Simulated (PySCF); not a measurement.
## Electron correlation in Ne(3+) (neon, charge +3)

[He] 2s2 2p3, high-spin 4S determinant. All numbers are calculated (PySCF 2.14, the non-relativistic Hamiltonian (point nucleus), in 6-31G* (3s2p1d, 14 functions)). Frozen: 1s2; 5 electrons correlated.

MP2 pair energies summed by pair of shells (mhartree):

| pair | energy | share (%) |
| --- | --- | --- |
| 2s-2p | -24.04 | 73.5 |
| 2p-2p | -5.51 | 16.8 |
| 2s-2s | -3.17 | 9.7 |

Total MP2 correlation energy: -32.72 mhartree.

Same-spin part -7.19 and opposite-spin part -25.53 mhartree; SCS-MP2 scales them by 1/3 and 6/5 to -33.04 mhartree.

| level | correlation energy (mhartree) |
| --- | --- |
| CCSD | -41.29 |
| (T) | -0.22 |
| CCSD(T) | -41.51 |

Diagnostics: T1 = 0.0028, D1 = 0.0045, largest double amplitude 0.026.

Cost of the coupled-cluster step: 0.04 s of wall time on 1 thread of Intel(R) Xeon(R) 6975P-C (shared host), for 5 correlated electrons.
